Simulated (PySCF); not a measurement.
AsF₃, charge -1, doublet, geometry from GFN2-xTB (a state made from the parent by changing its charge; the spin is typed, not shown lowest).

PySCF was given this input:
```python
from pyscf import gto, scf, dft

mol = gto.M(
    atom='''
F    -1.817098   -0.890598    0.073257
As    0.133596   -0.307540    0.032107
F     1.895964    0.709046   -0.054303
F    -0.568718    1.309198   -0.136682
''',
    basis='cc-pvdz',
    charge=-1,
    spin=1,
    verbose=3,
)

mf = dft.UKS(mol)
mf.xc = 'wb97m_v'
mf.kernel()
```

**Question.** What does this run give for the <S^2>, number of basis functions, nuclear repulsion energy, HOMO energy?

**Answer.** 
The <S^2> is 0.753 and the number of basis functions comes out as 69. The nuclear repulsion energy is 287.4873 Eh. The HOMO energy comes out as -2.17 eV.

These values belong to the state on which the SCF converged, which isn't shown to be the lowest.
